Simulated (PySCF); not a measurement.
**Substituent effects on chemical shifts**

Parent skeleton `[CH2:1]=[CH:2][CH:3]([CH:4]=[O:5])[CH2:6][SiH3:7]`; one hydrogen on atom 3 is replaced by X. Hydrogens on one atom are averaged.

[PySCF 2.14.0 with density-fitted response routines: PBE0/pcSseg-1 with gauge-including orbitals; GFN2-xTB structure; non-relativistic; in vacuum; fast rotation and ring inversion assumed for equivalent nuclei; one computed conformer]

Shifts are taken against calculated references (same method and geometry level): ¹³C and ²⁹Si and ¹H vs TMS; ¹⁷O against H2O.

(1) Give δ (ppm) for X = cPr, CHCl2, ethynyl, COCH3, isopropenyl, OCH3, C2H5, CH3, CH2CN.

(2) Which position responds most, and to which substituents?

## Answers

(1) 
```
          X                        SMILES     C1     C2    C3     C4     O5    C6    Si7  H(C1)  H(C2)
        cPr    C=C[C@](C=O)(C[SiH3])C1CC1  127.1  145.9  55.3  214.6  634.3  17.1  -81.5   5.67   6.25
      CHCl2  C=C[C@](C=O)(C[SiH3])C(Cl)Cl  124.6  151.3  62.5  212.0  689.9  27.6  -81.0   5.81   7.17
    ethynyl      C#C[C@](C=C)(C=O)C[SiH3]  131.7  141.0  51.8  202.6  608.8  19.2  -80.9   6.04   6.01
      COCH3   C=C[C@](C=O)(C[SiH3])C(C)=O  129.4  142.4  65.4  207.5  613.0  15.0  -82.1   5.56   6.02
isopropenyl  C=C[C@@](C=O)(C[SiH3])C(=C)C  124.6  148.1  61.6  208.1  669.8  18.2  -78.0   5.66   7.28
       OCH3      C=C[C@@](C=O)(C[SiH3])OC  130.1  141.2  88.6  206.9  600.9  16.2  -81.6   5.89   5.90
       C2H5       C=C[C@](C=O)(CC)C[SiH3]  126.5  150.3  59.1  206.4  666.1   9.0  -78.9   5.72   5.73
        CH3       C=C[C@@](C)(C=O)C[SiH3]  122.1  151.1  54.6  206.9  674.5  16.7  -77.2   5.56   5.76
      CH2CN    C=C[C@@](C=O)(C[SiH3])CC#N  129.4  142.4  55.1  201.2  639.0  10.8  -80.9   5.70   5.36
```

(2) O5: from 600.9 ppm with OCH3 to 689.9 ppm with CHCl2.

Unscaled 17O shifts of doubly bonded oxygen tend to come out too high, by tens of ppm or more. Experimental scales use liquid or dissolved standards, which lie at an offset from isolated H2O (liquid H2O: subtract about 36 ppm).
